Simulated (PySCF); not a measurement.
C2H9BN2O. Atoms are numbered in the order given.

```xyz
15

B     -0.4341    -0.1114    -0.6522
O     -0.5857    -1.3529    -1.2519
H     -0.3467    -2.0785    -0.6697
N     -1.0963     0.9836    -1.2814
H     -1.6397     0.8228    -2.1188
H     -0.8503     1.9509    -1.1315
N      0.3323     0.0569     0.5535
C      1.2801    -0.9205     1.0344
C      0.3050     1.2775     1.3253
H      2.2948    -0.4875     1.1302
H      1.0023    -1.3244     2.0282
H      1.3635    -1.7644     0.3333
H      0.2129     1.0587     2.4058
H      1.2210     1.8886     1.1928
H     -0.5641     1.8887     1.0437
```
Charge 0, spin multiplicity 1.

Geometry optimised at ωB97X-D3(BJ)/def2-SVP. The values are those of a single conformer.

Method: PySCF with B3LYP/pcSseg-1.

GIAO shieldings, no solvent; atoms listed in one row are averaged. δ = σ(ref) − σ: ¹¹B against BF3 (σ = 86.3 ppm); ¹⁷O against H2O (σ = 333.8 ppm); ¹H against TMS (σ = 31.68 ppm); ¹⁵N against NH3 (σ = 265.5 ppm); ¹³C against TMS (σ = 181.3 ppm), references at their B3LYP-D3(BJ)/def2-TZVP geometries, non-relativistic.

```json
[
 {"nucleus": "¹¹B", "atoms": "B1", "count": "1", "δ (ppm)": "11.3"},
 {"nucleus": "¹⁷O", "atoms": "O2", "count": "1", "δ (ppm)": "80.4"},
 {"nucleus": "¹H", "atoms": "H10, H11, H12, H13, H14, H15", "count": "6", "δ (ppm)": "2.80"},
 {"nucleus": "¹H", "atoms": "H3", "count": "1", "δ (ppm)": "2.30"},
 {"nucleus": "¹H", "atoms": "H5", "count": "1", "δ (ppm)": "1.97"},
 {"nucleus": "¹H", "atoms": "H6", "count": "1", "δ (ppm)": "1.56"},
 {"nucleus": "¹⁵N", "atoms": "N7", "count": "1", "δ (ppm)": "55.5"},
 {"nucleus": "¹⁵N", "atoms": "N4", "count": "1", "δ (ppm)": "51.0"},
 {"nucleus": "¹³C", "atoms": "C9", "count": "1", "δ (ppm)": "40.6"},
 {"nucleus": "¹³C", "atoms": "C8", "count": "1", "δ (ppm)": "39.5"}
]
```
